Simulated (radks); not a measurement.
The numbers below are computed, except where a source is named.
Charge is removed step by step from the 2s up level of the oxygen ion O5+, starting from [He] 2s(up 1, down 0). Code: a radial shooting solver on a logarithmic mesh with Libxc functionals. Model: scalar-relativistic Kohn-Sham, PBE, spin-polarised, spherical densities, finite nucleus; Fermi nuclear charge, rms radius 2.6991 fm.

removed (e)  E - E(0) (eV)  eigenvalue (eV)
0                    0.000          -128.32
0.1                 12.942          -130.52
0.2                 26.103          -132.70
0.3                 39.480          -134.84
0.4                 53.070          -136.94
0.5                 66.867          -139.00
0.6                 80.867          -141.00
0.7                 95.064          -142.94
0.8                 109.45          -144.83
0.9                 124.03          -146.67

The mean slope of the eigenvalue, de/dn, is 20.4 eV per electron.
